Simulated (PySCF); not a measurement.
B(H)(Me)2 (C2H7B), SMILES CBC. The structure is a stationary point at TPSSh-D3(BJ)/def2-TZVP.

Give the equilibrium geometry at TPSSh-D3(BJ)/def2-TZVP (PySCF confirms it by a frequency run) as a Z-matrix, and its point group. (An estimate is asked for; the answer gives what the named calculation found.)

point group C2.
```
B
H 1 1.2013
C 1 1.5637 2 118.27
H 3 1.0932 1 115.12 2 -164.85
H 3 1.0941 4 109.65 1 -129.63
H 3 1.1031 4 106.74 5 -113.25
C 1 1.5637 2 118.27 3 -180.00
H 7 1.0932 1 115.12 2 -164.85
H 7 1.0941 8 109.65 1 -129.63
H 7 1.1031 8 106.74 9 -113.25
```
Charge 0, spin multiplicity 1.
